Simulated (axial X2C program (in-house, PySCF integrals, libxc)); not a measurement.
**What spin–orbit coupling does to LiRe**

Computed with an in-house all-electron X2C program for linear molecules (integrals from PySCF). Spin-free means the one-electron spin-free X2C Hamiltonian; two-component (2c) means X2C with spin–orbit coupling and atomic mean-field two-electron Coulomb and Gaunt terms, so the difference of the two also holds small scalar two-electron terms. Basis: Re dyall-cv3z [13s14p9d7f4g], Li dyall-cv3z [7s8p2d] (cores contracted in-house); Gaussian nuclei, density fitting, unrestricted open shells. Masses: Re 186.956 u, Li 7.016 u.

Spin-free state: M_S = 2, Λ = 1 (beyond evenly filled blocks: σα, π+α, π+β, π-α, δ+α, δ-α); fragments Re + Li.

| level | Re (Å) | ωe (cm⁻¹) | De (eV) | μ (D) |
| --- | --- | --- | --- | --- |
| PBE0 | 2.463 | 404.6 | 0.494 | 3.66 |

Dipoles are positive if Li is the positive end.

Two-component determinant lowest at the distance of the search:

Ω = 3 (⟨Sz⟩ = 1.94, ⟨Lz⟩ = 1.06 at PBE0); fragments Re + Li.

```json
{"level": "PBE0", "Re (Å)": "2.462", "ωe (cm⁻¹)": "403.9", "De (eV)": "0.582", "μ (D)": "3.77"}
```

Question: From the two tables, how do the constants change at the PBE0 level (2c against spin-free)?

Answer: At the PBE0 level Re is unchanged within 0.001 Å and ωe drops by 0.7 cm⁻¹; De changes by 0.088 eV.

The state is one determinant whose occupation by symmetry is held fixed; it was picked as the lowest of a PBE0 search that is not exhaustive. De is counted from the lowest determinant-based energies of the atoms at the same level, without counterpoise correction. Density functionals use the spin component along the axis (collinear). Other states lie close and PBE0, whose exact exchange favours high spin, may order them wrongly; the determinant shown need not be the ground state. The nearest other spin-free determinant of the search, M_S = 2, Λ = 0, lies 0.04 eV up at the distance of the search. The functionals have no current-density term, which raises determinants with orbital currents, atoms included. The atomic limit has a lower orbital projection than the molecule and lies lower at mean-field level, so De may be about a tenth of an eV too small. With several unpaired electrons one determinant need not be a pure state. Open-shell Ω = 0 determinants with evenly filled partner blocks cannot be reached by this program, so the Ω shown need not be the lowest component. The determinant is spin-polarised beyond a pure state at some levels (its spin-free form has ⟨S²⟩ too high), which makes Re and μ there less reliable.
